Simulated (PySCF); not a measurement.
Method: TPSSh-D3(BJ)/def2-TZVP (PySCF 2.14.0). All species are isolated molecules in the gas phase. 

Reference species (SMILES): `[Br]` (neutral, multiplicity 2).

```yaml
dipole_moment: 0.00 D
```

Changed species: `[GaH][Br]` (radical fragment; the reference has radical fragment).

**Question.** What does the change do to the dipole moment?

**Answer.** the dipole moment rises by 1.90 D, to 1.90 D.
